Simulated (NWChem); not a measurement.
System: HSe2Br; SMILES [SeH][Se]Br

NWChem input:

```
start job
memory heap 200 mb stack 900 mb global 1100 mb
geometry units angstroms noautoz
  Se     0.954684    -0.027784     0.010862
  Br    -0.450589     1.861237     0.006049
  Se    -0.465714    -1.827868     0.034491
  H     -0.643582    -1.945439    -1.429110
end
basis spherical
  * library def2-svp
end
dft
  xc slater vwn_5
  iterations 150
  vectors input atomic output neutral.movecs
end
task dft energy
charge 1
dft
  odft
  mult 2
  vectors input atomic output cation.movecs
end
task dft energy
```

NWChem printed, in part:

```
             Northwest Computational Chemistry Package (NWChem) 7.3.0
             --------------------------------------------------------

 C1  symmetry detected

                             Geometry "geometry" -> ""
                             -------------------------

 Output coordinates in angstroms (scale by  1.889725989 to convert to a.u.)

  No.       Tag          Charge          X              Y              Z
 ---- ---------------- ---------- -------------- -------------- --------------
    1 Se                  34.0000     0.95262672    -0.03028804     0.00549105
    2 Br                  35.0000    -0.44972800     1.86090427     0.00842214
    3 Se                  34.0000    -0.47049813    -1.82823065     0.02805705
    4 H                    1.0000    -0.65189223    -1.94201390    -1.43541055

 Effective nuclear repulsion energy (a.u.)     727.8786403742

                                 NWChem DFT Module
                                 -----------------

 Summary of "ao basis" -> "ao basis" (spherical)
 ------------------------------------------------------------------------------
       Tag                 Description            Shells   Functions and Types
 ---------------- ------------------------------  ------  ---------------------
 Se                         def2-svp                12       32   5s4p3d
 Br                         def2-svp                12       32   5s4p3d
 H                          def2-svp                 3        5   2s1p

            General Information
            -------------------
          SCF calculation type: DFT
          Wavefunction type:  closed shell.
          No. of atoms     :     4
          No. of electrons :   104
           Alpha electrons :    52
            Beta electrons :    52
          Charge           :     0
          Spin multiplicity:     1
          Use of symmetry is: off; symmetry adaption is: off
          Maximum number of iterations: 150
          AO basis - number of functions:   101
                     number of shells:    39
          Convergence on energy requested:  1.00D-06
          Convergence on density requested:  1.00D-05
          Convergence on gradient requested:  5.00D-04

              XC Information
              --------------
                        Slater Exchange Functional  1.000 local
                      VWN V Correlation Functional  1.000 local

             Grid Information
             ----------------
          Grid used for XC integration:  medium
          Radial quadrature: Mura-Knowles
          Angular quadrature: Lebedev.
          Tag              B.-S. Rad. Rad. Pts. Rad. Cut. Ang. Pts.
          ---              ---------- --------- --------- ---------
          Se                  1.15      112          10.0       590
          Br                  1.15      112          11.0       590
          H                   0.35       45          11.0       434
          Grid pruning is: on
          Number of quadrature shells:   381
          Spatial weights used:  Erf1

      Superposition of Atomic Density Guess
      -------------------------------------

 Sum of atomic energies:       -7371.60865801

      Non-variational initial energy
      ------------------------------

 Total energy =   -7372.021107
 1-e energy   =  -11723.325295
 2-e energy   =    3623.425547
 HOMO         =      -0.236445
 LUMO         =      -0.065572

   convergence    iter        energy       DeltaE   RMS-Dens  Diis-err
 ---------------- ----- ----------------- --------- --------- ---------
 d= 0,ls=0.0,diis     1  -7366.5494817733 -8.09D+03  1.51D-02  9.90D-01
 d= 0,ls=0.0,diis     2  -7366.5034552300  4.60D-02  1.38D-02  7.93D-01
 d= 0,ls=0.0,diis     3  -7366.5613153975 -5.79D-02  7.00D-03  3.67D-01
 d= 0,ls=0.0,diis     4  -7366.6201217933 -5.88D-02  1.24D-03  1.32D-02
 d= 0,ls=0.0,diis     5  -7366.6216138654 -1.49D-03  3.65D-04  1.35D-03
  Resetting Diis
 d= 0,ls=0.0,diis     6  -7366.6218153375 -2.01D-04  1.12D-04  6.18D-05
 d= 0,ls=0.0,diis     7  -7366.6218199629 -4.63D-06  1.89D-04  2.05D-05
 d= 0,ls=0.0,diis     8  -7366.6217992979  2.07D-05  1.39D-04  1.36D-04
 d= 0,ls=0.0,diis     9  -7366.6218234913 -2.42D-05  4.19D-06  9.11D-08
 d= 0,ls=0.0,diis    10  -7366.6218235054 -1.41D-08  5.74D-07  4.32D-09

         Total DFT energy =    -7366.621823505440
      One electron energy =   -11720.329003475807
           Coulomb energy =     3881.399439394681
    Exchange-Corr. energy =     -255.570899798525
 Nuclear repulsion energy =      727.878640374210

 Numeric. integr. density =      103.999993014258

                       DFT Final Molecular Orbital Analysis
                       ------------------------------------

 Vector   50  Occ=2.000000D+00  E=-2.628387D-01
              MO Center= -3.5D-01,  1.1D+00,  8.9D-03, r^2= 3.8D+00
   Bfn.  Coefficient  Atom+Function         Bfn.  Coefficient  Atom+Function
  ----- ------------  ---------------      ----- ------------  ---------------
    47      0.492841  2 Br px                44      0.438585  2 Br px
    41     -0.291392  2 Br px                79      0.253967  3 Se px
    76      0.221843  3 Se px                48      0.208757  2 Br py
    45      0.176309  2 Br py                 4     -0.147697  1 Se s
    73     -0.139787  3 Se px                 5     -0.124089  1 Se s

 Vector   51  Occ=2.000000D+00  E=-2.434790D-01
              MO Center= -4.0D-01, -9.6D-01, -1.2D-03, r^2= 4.1D+00
   Bfn.  Coefficient  Atom+Function         Bfn.  Coefficient  Atom+Function
  ----- ------------  ---------------      ----- ------------  ---------------
    79      0.412473  3 Se px                76      0.358400  3 Se px
    80     -0.336966  3 Se py                48     -0.303432  2 Br py
    77     -0.299844  3 Se py                45     -0.270599  2 Br py
    73     -0.226932  3 Se px                74      0.187986  3 Se py
    42      0.176848  2 Br py                 4     -0.081167  1 Se s

[...]
```

Level: LDA (Slater exchange, VWN5)/def2-SVP, vertical spin-unrestricted ions. Geometry: optimised at PBE0/def2-SVP.
